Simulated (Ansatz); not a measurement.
Ansatz (a first-principles code) input (PBE/6-31G*):

Ansatz 0.2 input:
```yaml
crystal:
  periodic: [false, false, false]
  atoms:
    - {symbol: N, position_ang: [-1.73898500, -0.07435200, 0.10232300]}
    - {symbol: B, position_ang: [-0.17316000, -0.01264000, 0.00929900]}
    - {symbol: Cl, position_ang: [0.64376800, -1.50731400, -0.01466300]}
    - {symbol: Cl, position_ang: [0.49617500, 1.55446700, -0.05246100]}
    - {symbol: H, position_ang: [-2.09529300, -1.03416700, 0.10808000]}
    - {symbol: H, position_ang: [-2.07199700, 0.39286800, 0.95316700]}
    - {symbol: H, position_ang: [-2.17306000, 0.42336000, -0.68288500]}
basis:
  gaussian:
    orbitals: 6-31G*
hamiltonian:
  xc: {name: PBE}
total_charge: 1
relax: {f_tol: 0.003, max_steps: 120}
```

From the output:

```
911 factors; their error is unknown
mean field: 0.16 GiB planned
mean field -27241.95083059 eV, -1001.1232277666 hartree, gradient 1.0e-5 eV, S^2 0.000000; 0 other end points of the search recorded, 0 dependent functions left out
the calculation of the forces begins
reference -27241.95085360 eV, -1001.1232286124 hartree; 24, 24 occupied and 50, 50 virtual orbitals, 911 factors
relax step   4: F+E_penalty+E_count = -27241.95083059 eV  Δ(F+E_penalty+E_count) = -1.451e-5 eV  max|allowed force component| = 3.185e-3 eV/Å  Δτ_max = 0.0011 Å  (21 SCF iters, accepted)
these checks for a lower state are left out or cut short: starts, cluster_reference, orbital_swaps, neighbouring_geometries, increment
integrals: 0.03 GiB planned
911 factors; their error is unknown
mean field: 0.16 GiB planned
mean field -27241.95083154 eV, -1001.1232278015 hartree, gradient 1.6e-5 eV, S^2 0.000000; 0 other end points of the search recorded, 0 dependent functions left out
the calculation of the forces begins
reference -27241.95085455 eV, -1001.1232286473 hartree; 24, 24 occupied and 50, 50 virtual orbitals, 911 factors
relax step   5: F+E_penalty+E_count = -27241.95083154 eV  Δ(F+E_penalty+E_count) = -9.500e-7 eV  max|allowed force component| = 8.925e-4 eV/Å  Δτ_max = 0.0004 Å  (19 SCF iters, accepted)
integrals: 0.03 GiB planned
911 factors; their error is unknown
mean field: 0.16 GiB planned
mean field evaluation 64: about -27241.9508 eV, gradient 6.8e-5 eV
mean field -27241.95083154 eV, -1001.1232278015 hartree, gradient 1.5e-5 eV, S^2 0.000000; 1 other end points of the search recorded, 0 dependent functions left out
the calculation of the forces begins
reference -27241.95085455 eV, -1001.1232286473 hartree; 24, 24 occupied and 50, 50 virtual orbitals, 911 factors
Total energy: -27241.95085455 eV, -1001.1232286473 hartree
Atom 0 at    -1.744553    -0.073629     0.102656 Å, force    -0.000893     0.000528    -0.000095 eV/Å
Atom 1 at    -0.161854    -0.011558     0.008592 Å, force    -0.000218     0.000300    -0.000245 eV/Å
Atom 2 at     0.661308    -1.512650    -0.015076 Å, force     0.000114    -0.000101     0.000019 eV/Å
Atom 3 at     0.514903     1.561364    -0.054112 Å, force     0.000156     0.000036    -0.000058 eV/Å
Atom 4 at    -2.108882    -1.043436     0.108169 Å, force    -0.000092    -0.000580    -0.000339 eV/Å
Atom 5 at    -2.085503     0.395236     0.963276 Å, force     0.000072     0.000256     0.000287 eV/Å
Atom 6 at    -2.187971     0.426895    -0.690644 Å, force     0.000861    -0.000438     0.000431 eV/Å
Dipole moment:    -1.422909    -0.049535     0.085449 e Å
```

The dipole moment of an ion depends on the origin.

The geometry given is a B3LYP-D3(BJ)/def2-TZVP minimum.
